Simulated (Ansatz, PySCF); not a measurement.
This PySCF input computes a PBE/def2-TZVPD energy:

```python
from pyscf import gto, scf, dft

mol = gto.M(
    atom='''
    Si   -0.29252783   -0.29311256    0.17118147
    O    -0.70945732    1.24725980   -0.23044060
    O     1.23274060   -0.71817987   -0.27687153
    H    -1.18964099   -1.16135307   -0.60194466
    H    -0.42947605   -0.46313278    1.63968366
    H    -0.44507796    1.97137941    0.34101629
    H     1.97331831   -0.47595715    0.28320117
    ''',
    basis='def2-tzvpd',
    charge=0,
    spin=0,
    verbose=4,
)

mf = dft.RKS(mol, xc='pbe').density_fit(auxbasis='def2-universal-jkfit')
mf.grids.level = 3
mf.conv_tol = 1e-9
mf.max_cycle = 100
mf.max_memory = 1500
mf.kernel()
if not mf.converged:
    mf = mf.newton()
    mf.kernel(mf.make_rdm1())
mf.analyze()
```

Question: Write an input for the same energy in Ansatz (an electronic-structure program) and say what it gives.

Answer: 
Ansatz 0.2 input:
```yaml
crystal:
  periodic: [false, false, false]
  atoms:
    - {symbol: Si, position_ang: [-0.29252783, -0.29311256, 0.17118147]}
    - {symbol: O, position_ang: [-0.70945732, 1.24725980, -0.23044060]}
    - {symbol: O, position_ang: [1.23274060, -0.71817987, -0.27687153]}
    - {symbol: H, position_ang: [-1.18964099, -1.16135307, -0.60194466]}
    - {symbol: H, position_ang: [-0.42947605, -0.46313278, 1.63968366]}
    - {symbol: H, position_ang: [-0.44507796, 1.97137941, 0.34101629]}
    - {symbol: H, position_ang: [1.97331831, -0.47595715, 0.28320117]}
basis:
  gaussian:
    orbitals: def2-TZVPD
hamiltonian:
  xc: {name: PBE}
output: {forces: true}
```
It gives -442.20139 Eh, and PySCF -442.20147 Eh, a difference of 0.08 mEh, from the treatment of integrals and grids.
